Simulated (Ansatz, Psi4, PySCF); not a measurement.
Molecule: CH$_{5}$BNO$_{2}$ (charge 0, doublet). SMILES: [O]B(NC)O
Geometry: optimised at B3LYP-D3(BJ)/def2-TZVP (Ansatz, an electronic-structure program).

Property: size of the dipole moment, in D. Set-up: six Cartesian d functions in 6-31G* and its kin unless marked 5d; dispersion terms only where a functional's name holds one; spin-orbit terms left out; non-relativistic; open shells spin-unrestricted. Ab initio and DFT rows: single points at B3LYP-D3(BJ) geometries (Ansatz).

```
level               program  size of the dipole moment (D)
------------------  -------  -----------------------------
SVWN5/6-31G*         Ansatz                           2.73
PBE/STO-3G           Ansatz                           0.83
PBE/6-31G*           Ansatz                           2.51
PBE/def2-SVP         Ansatz                           2.58
BP86/def2-SVP         PySCF                           2.60
B3LYP/6-31G*         Ansatz                           2.09
B3LYP/def2-SVP       Ansatz                           2.15
M06-2X/6-31G* (5d)    PySCF                           1.32
wB97X-D/6-31G*         Psi4                           1.79
```

No value to compare with is used here. The 9 habitual levels span 0.83 (PBE/STO-3G) to 2.73 D (SVWN5/6-31G*).

The levels are drawn from those run, B3LYP/6-31G* more often than the rest, none by its result; left out are runs that failed, that the program found above a lower state of the same kind, or whose <S^2> lies over 0.5 above the pure value.
